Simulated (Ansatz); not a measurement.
```yaml
crystal:
  periodic: [false, false, false]
  atoms:
    - {symbol: Si, position_ang: [-2.375581, -0.583493, -0.139988]}
    - {symbol: B, position_ang: [-0.485297, 0.052223, -0.262904]}
    - {symbol: B, position_ang: [0.559717, 0.763357, 0.773672]}
    - {symbol: C, position_ang: [1.953049, 1.006820, 0.996144]}
    - {symbol: Al, position_ang: [1.581272, -0.327160, -0.603433]}
    - {symbol: H, position_ang: [-3.263853, 0.362302, -0.619402]}
    - {symbol: H, position_ang: [-2.555865, -1.871488, -0.902816]}
    - {symbol: H, position_ang: [-2.701125, -0.915536, 1.307137]}
    - {symbol: H, position_ang: [-0.047496, 0.206977, -1.422963]}
    - {symbol: H, position_ang: [2.473606, 0.337152, 1.611169]}
    - {symbol: H, position_ang: [2.369771, 1.981396, 0.920650]}
    - {symbol: H, position_ang: [2.614898, -1.012919, -1.573680]}
basis:
  gaussian: {orbitals: cc-pVDZ, fitting: {mean_field: cc-pVTZ-jkfit}}
total_charge: -2
hamiltonian: {xc: {name: PBE0}, dispersion: d4}
output: {forces: true}
```

```sh
$ ansatz run in.yaml --threads 4 --pin off --events-out ev --progress --plain --max-ram 10444MiB
```

It prints (some lines left out):

```
Functional definition: PBE0
689 factors; integrals over basis functions are off by at most 4.4e-2 eV
mean field evaluation 1: about -16957.3757 eV, gradient 2.9e1 eV
mean field evaluation 2: about -16950.2543 eV, gradient 5.2e1 eV
mean field evaluation 4: about -16960.0504 eV, gradient 8.5e0 eV
mean field evaluation 8: about -16960.4303 eV, gradient 1.6e0 eV
mean field evaluation 16: about -16960.4499 eV, gradient 3.8e-3 eV
mean field -16960.44989533 eV, -623.2850374476 hartree, gradient 5.2e-5 eV, S^2 0.000000; 3 other end points of the search recorded, 0 dependent functions left out
reference -16960.44993276 eV, -623.2850388230 hartree; 26, 26 occupied and 87, 87 virtual orbitals, 689 factors
Total energy: -16960.76331843 eV, -623.2965555341 hartree
Atom 0 at    -2.375581    -0.583493    -0.139988 Å, force     3.707377    -1.622309     1.218115 eV/Å
Atom 1 at    -0.485297     0.052223    -0.262904 Å, force     0.230364     0.887013    -0.181013 eV/Å
Atom 2 at     0.559717     0.763357     0.773672 Å, force    -4.114834     0.196935    -0.579579 eV/Å
Atom 3 at     1.953049     1.006820     0.996144 Å, force     1.555555    -0.195636     0.086208 eV/Å
Atom 4 at     1.581272    -0.327160    -0.603433 Å, force     1.518785    -1.890597     0.699467 eV/Å
Atom 5 at    -3.263853     0.362302    -0.619402 Å, force    -2.319300     1.703986    -0.922515 eV/Å
Atom 6 at    -2.555865    -1.871488    -0.902816 Å, force    -0.589960    -0.285042    -0.281725 eV/Å
Atom 7 at    -2.701125    -0.915536     1.307137 Å, force    -0.644737    -0.019965     0.271534 eV/Å
Atom 8 at    -0.047496     0.206977    -1.422963 Å, force    -1.114202     0.142696    -0.482215 eV/Å
Atom 9 at     2.473606     0.337152     1.611169 Å, force     0.906473    -0.648508     1.441929 eV/Å
Atom 10 at     2.369771     1.981396     0.920650 Å, force     0.714542     1.344281    -0.221821 eV/Å
Atom 11 at     2.614898    -1.012919    -1.573680 Å, force     0.149936     0.387147    -1.048384 eV/Å
Dipole moment:    -1.017283     0.483700     0.085841 e Å
```

In this input the charge is far from anything that the molecule holds. Self-consistency was reached. The result belongs to that input, not to the molecule as meant.
